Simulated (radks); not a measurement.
Neutral samarium inside a hard spherical wall (all orbitals vanish at R), configuration held at [Xe] 4f6 6s2 and not refilled when levels cross. Method: scalar-relativistic Kohn-Sham, LDA (Slater exchange, Perdew-Wang correlation), spin-polarised, spherical densities, finite nucleus; open shells are filled with parallel spins first (spin-orbit coupling, left out, can overturn this in heavy ions); Fermi nuclear charge, rms radius 5.0819 fm; computed with a radial shooting solver on a logarithmic mesh with Libxc functionals. Eigenvalues in eV for spin up, with the zero of energy where the potential of the charges vanishes at infinity; a dash marks a level that is unbound or too diffuse for the functional's potential to be trusted. A positive occupied level is held by the wall or, in an anion where self-interaction has pushed it up, behind a barrier. The pressure on the wall is -dE/dV.

R (bohr)	E (hartree)	kinetic (hartree)	e(5s)	e(5p)	e(6s)	e(4f)	e(5d, empty)	e(6p, empty)	pressure (GPa)
free	-10419.5268	11133.619	-44.251	-23.995	-3.813	-3.810	-2.052	-1.296	0
15	-10419.5268	11133.619	-44.248	-23.992	-3.810	-3.807	-2.049	-1.281	0.000241
12	-10419.5263	11133.624	-44.210	-23.955	-3.781	-3.770	-2.015	-1.192	0.00735
8	-10419.5064	11133.751	-43.503	-23.261	-3.129	-3.070	-1.370	0.055	0.682
6	-10419.3990	11134.229	-41.834	-21.653	-0.862	-1.384	0.337	3.706	7.78
5	-10419.1895	11135.042	-39.988	-19.909	2.722	0.566	2.511	9.016	32.1
3.5	-10417.6036	11141.062	-32.306	-12.368	23.986	9.499	13.097	36.881	500
2	-10395.2780	11213.716	22.765	51.261	209.43	65.802	97.742	243.37	30000
1.5	-10340.6041	11374.677	138.66	183.67	532.78	143.78	253.39	581.99	219000
